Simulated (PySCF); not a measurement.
H4Ge, triplet, at the geometry of the source list (a higher spin typed on purpose: for a closed-shell molecule this is an excited state). Base run: DF-B3LYP/6-31G* (PySCF).

Input for PySCF:
```python
from pyscf import gto, scf, dft

mol = gto.Mole()
mol.atom = '''
    Ge    0.000700   -0.005200    0.000700
    H    -0.602800   -0.848500   -1.057200
    H     0.557800   -0.851900    1.080200
    H    -1.039800    0.887400    0.561000
    H     1.084100    0.818200   -0.584700
'''
mol.basis = '6-31g*'
mol.charge = 0
mol.spin = 2
mol.verbose = 4
mol.build()

mf = dft.UKS(mol)
mf.xc = 'b3lyp'
mf = mf.density_fit(auxbasis='def2-universal-jkfit')
mf.kernel()
```

Each row names what was changed in the base input (with any setting that the change needs).

| change | basis functions | E (Eh) | HOMO (eV) | dipole (D) | core-seconds (rough) | outcome |
|---|---|---|---|---|---|---|
| base | 40 | -2078.79634 | -0.78 | 0.24 | 6 | converged |
| basis = LANL2DZ | 16 | -5.78870 | -0.71 | 0.27 | 4 | converged |
| basis = 3-21G | 30 | -2068.99812 | -0.52 | 0.20 | 6 | converged |
| basis = def2-SV(P) | 40 | -2078.82446 | -0.87 | 0.15 | 7 | converged |
| basis = pc-1 | 47 | -2079.03008 | -1.26 | 0.15 | 9 | converged |
| basis = cc-pVDZ | 47 | -2079.06320 | -0.89 | 0.17 | 10 | converged |
| basis = def2-SVP | 52 | -2078.83426 | -0.89 | 0.14 | 10 | converged |
| basis = aug-cc-pVDZ | 72 | -2079.09290 | -2.43 | 0.14 | 10 | converged |
| basis = def2-TZVP | 72 | - | - | - | - | not converged |
| basis = cc-pVTZ | 99 | -2079.14732 | -1.24 | 0.18 | 20 | converged |
| basis = aug-cc-pVTZ | 151 | -2079.16903 | -2.44 | 0.15 | 40 | converged |
| basis = def2-QZVP | 195 | -2079.16360 | -1.69 | 0.14 | 50 | converged |
| basis = def2-QZVPP | 209 | -2079.16370 | -1.69 | 0.14 | 50 | converged |

Totals compare only among sets that treat the same electrons; sets with core potentials leave the core out.

Open shells are given as the SCF converged; they aren't shown to be the lowest states, and a large step between rows can be another state.
